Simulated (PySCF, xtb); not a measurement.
ZrCl₃, SMILES [Cl][Zr+]([Cl])[Cl], charge +1, multiplicity 1.

Harmonic wavenumbers (cm⁻¹) from GFN2-xTB (xtb 6.7.1) at its own minimum, in rising order: 117, 117, 125, 390, 413, 413.

Q: What does B3LYP-D3(BJ)/def2-SVP (PySCF) give at its own minimum? (An estimate is asked for; the answer gives what the named calculation found.)

A: 90, 111, 112, 433, 468, 468. Paired by order, the mean absolute difference is 33 cm⁻¹ and the zero-point energies are 2.3 and 2.4 kcal/mol.
